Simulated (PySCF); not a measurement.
## Multinuclear NMR of C7H13OPSi

Bonds (- single, = double, # triple, : aromatic): C1-C2, C2:C3, C3:O4, O4:C5, C5-Si6, Si6-C7, Si6-C8, Si6-C9, C5:P10, P10:C2. C1 carries H11, H12, H13; C3 carries H14; C7 carries H15, H16, H17; C8 carries H18, H19, H20; C9 carries H21, H22, H23.

[PySCF 2.14.0 with density-fitted response routines: shieldings: GIAO PBE0/pcSseg-1; GFN2-xTB structure; non-relativistic; in vacuum; one computed conformer; fast rotation and ring inversion assumed for equivalent nuclei]

Problem. Predict the $^{31}$P NMR data.

Solution. 
| atoms | environment | σ (ppm) | δ (ppm) |
| --- | --- | --- | --- |
| P10 | phosphorus bonded to 2 C, in a 5-membered ring | 136.0 | 157.4 |

Shieldings were converted by a linear fit to measured shifts: $^{31}$P: δ = 270.09 − 0.828σ (rms 18.1 ppm, 64 shifts vs H3PO4, solution or neat liquid). Occasional misses reach two or three times the rms, and more in compound classes unlike the fitted ones.

On a 300 MHz spectrometer $^{31}$P resonates near 121.4 MHz, so 1 ppm is 121.4 Hz.

Problem. Where does $^{29}$Si resonate?

Solution. 
| atoms | environment | σ (ppm) | δ (ppm) |
| --- | --- | --- | --- |
| Si6 | silicon bonded to 4 C | 356.6 | -13.1 |

Shieldings were converted by a linear fit to measured shifts: $^{29}$Si: δ = 279.94 − 0.822σ (rms 8.9 ppm, 72 shifts, 25.8 ppm with the 6 outliers that the fit left out vs TMS, solution or neat liquid). A few per cent of atoms miss by over 2 rms, more outside the fitted compound classes.

On a 400 MHz spectrometer $^{29}$Si resonates near 79.5 MHz, so 1 ppm is 79.5 Hz.

Problem. Where does $^{17}$O resonate?

Solution. 
| atoms | environment | σ (ppm) | δ (ppm) |
| --- | --- | --- | --- |
| O4 | aromatic ring oxygen | -35.2 | 298.7 |

Shieldings were converted by a linear fit to measured shifts: $^{17}$O: δ = 266.70 − 0.911σ (rms 10.7 ppm, 155 shifts, 12.2 ppm with the 3 outliers that the fit left out vs liquid water, solution or neat liquid). Occasional misses reach two or three times the rms, and more in compound classes unlike the fitted ones.

On a 400 MHz spectrometer $^{17}$O resonates near 54.2 MHz, so 1 ppm is 54.2 Hz.
